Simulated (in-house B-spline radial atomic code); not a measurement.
Results of a calculation; reference values are marked as such.
Building a PAW s channel for N, r_c = 1.05 bohr

N, [He] 2s2 2p3, non-relativistic PBE, spherical and spin-unpolarised, from a B-spline radial code for spherical atoms (atomic units; all potentials screened as in the neutral atom).

Two all-electron partial waves φ1, φ2 are integrated outwards at E1 = ε(2s) = -0.681982 and E2 = E1 + 1.5 hartree; φ1 is the bound orbital and φ2 has unit norm inside r_c = 1.0487 bohr. Smooth partners are polynomials, r^1(a0 + a1 r² + a2 r⁴ + a3 r⁶), matched to φ and three derivatives at r_c, with no condition on the norm. The local potential is -8.79344 + (15.8474) r² + (-13.2978) r⁴ + (4.31361) r⁶ inside 0.8586 bohr and the all-electron one outside.

```csv
wave,φ(r_c),φ'(r_c),a0,a1,a2,a3
1,0.893712,-0.07167198,1.295378,-0.2860259,-0.1971263,0.08255858
2,1.084049,-2.105258,2.869869,-1.753599,-0.06776987,0.1310544
```

Inside r_c the overlaps are <φi φj> = [[0.36837, 0.60127], [0.60127, 1.00000]] and, for the smooth waves, [[0.42231, 0.71704], [0.71704, 1.24700]]. With χj = (Ej − T − V_local) applied to smooth wave j, the program's quadrature gives the matrix B_ij = <smooth i, χj> as [[0.75442, 1.64248], [1.46882, 3.20671]].

Question: Check the match of the first wave, and find the augmentation charges q_ij.

Answer: At r_c the four terms are 1.35846, -0.32988, -0.25004, 0.11517, which sum to 0.8937, φ1(r_c) to rounding. q_ij is the all-electron overlap less the smooth one: [[-0.05393, -0.11578], [-0.11578, -0.24700]]. The smooth first wave has a norm of 0.4223 inside r_c against 0.3684, so q11 is negative and must stay small enough for the overlap operator to be positive.

Question: B isn't symmetric. Show that D_ij = B_ij + Ej q_ij is.

Answer: Integrating by parts gives B12 − B21 = (E1 − E2) q12: 1.64248 − (1.46882) = 0.17366, and −1.5 × (-0.11578) = 0.17366. So D12 = 1.64248 + (0.818018)(-0.11578) = 1.54777 and D21 = 1.46882 + (-0.681982)(-0.11578) = 1.54778; D11 = 0.79121, D22 = 3.00466. The projectors, p = (B⁻¹)ᵀ χ, are dual to the smooth waves; det B = 0.0067, small beside B11 B22, as the two smooth waves look alike inside r_c.

Solving (T + V_local + Σ p D p) ψ = E (1 + Σ p q p) ψ in a sphere of 9 bohr gives these levels:

| all-electron | one projector | two projectors |
| --- | --- | --- |
| -0.681982 | -0.681982 | -0.681982 |
| 0.022415 | 0.022235 | 0.022415 |
| 0.275702 | 0.275070 | 0.275702 |
| 0.681862 | 0.679856 | 0.681862 |
| 1.231580 | 1.226180 | 1.231580 |

Question: What does the second projector gain?

Answer: With one projector the errors are 0.00, -0.18, -0.63, -2.01, -5.40 millihartree. With two the errors are 0.00, 0.00, 0.00, 0.00, 0.00 millihartree. The scattering is exact at E1 and at E2 = 0.818, and over all levels compared the largest error is under 0.01 millihartree. The lowest eigenvalue of the overlap operator is 0.7412 with one and 0.2619 with two projectors. The smooth orbital alone needs a cutoff of 14.6 hartree for 1 millihartree of kinetic energy, against 43.8 for a norm-conserving Troullier-Martins orbital of the same radius; part of the gain comes from giving up the norm, part from the simpler form.
